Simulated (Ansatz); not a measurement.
`FB[Si](Cl)(Cl)Cl` + HI → `Cl[Si](Cl)(Cl)I` + `BF` at 500 K and 1 bar (cleavage of the Si–B bond).

Program: Ansatz. Geometries: PBE0-D4/def2-TZVP. ΔE: electronic, gas phase. CCSD(T)/CBS adds triple-zeta CCSD(T) − MP2 to the extrapolated MP2 energy (def2 sets, frozen cores). This one scheme is used for every species. Elements past krypton have def2 core potentials. For I outer-core shells are correlated without core-valence functions, which leaves a few kJ/mol of doubt a bond. One conformer a species, not always the lowest.

| species | CCSD(T)/CBS energy (Eh) | H − E (kJ/mol) | S (J/(mol·K)) |
| --- | --- | --- | --- |
| `FB[Si](Cl)(Cl)Cl` | -1793.79550 | 103.7 | 454.7 |
| HI | -298.03592 | 28.6 | 221.6 |
| `Cl[Si](Cl)(Cl)I` | -1966.04944 | 57.5 | 414.8 |
| `BF` | -125.82039 | 77.9 | 244.4 |

H − E and S are ideal-gas, rigid-rotor, harmonic terms from PBE0-D4/def2-TZVP, for one conformer and one mirror image of each species. 1 Eh = 2625.50 kJ/mol, R = 8.31446 J/(mol·K).

**Question.** By hand: ΔE, ΔH, ΔS and ΔG.

**Answer.** ΔE = (-1966.04944) + (-125.82039) − (-1793.79550) − (-298.03592) = -0.03841 Eh = -100.8 kJ/mol. Δ(H − E) = 57.5 + 77.9 − 103.7 − 28.6 = 3.1, so ΔH = -97.7 kJ/mol. ΔS = 414.8 + 244.4 − 454.7 − 221.6 = -17.1 J/(mol·K). ΔG = -97.7 − 500 × (-17.1)/1000 = -89.2 kJ/mol.

**Question.** By hand: the equilibrium constant, and the temperature at which ΔG would vanish if ΔH and ΔS stayed fixed.

**Answer.** log₁₀ K = −ΔG/(RT ln 10) = 9.3. ΔG = 0 at ΔH/ΔS = 5713 K, far beyond where these terms or the molecules hold.

ΔH outweighs TΔS. A doubt of 5 kJ/mol in ΔE shifts log₁₀ K by 0.5 here. Other conformers and mirror images would add mixing entropy, several J/(mol·K) or more a flexible species. Modes under 60 cm⁻¹, often nearly free rotors, make the harmonic entropy too high. These are equilibria of isolated gas molecules and say nothing of rates. Largest T1 diagnostic: 0.013 (customary marks: 0.02 for closed shells, 0.045 for open ones).
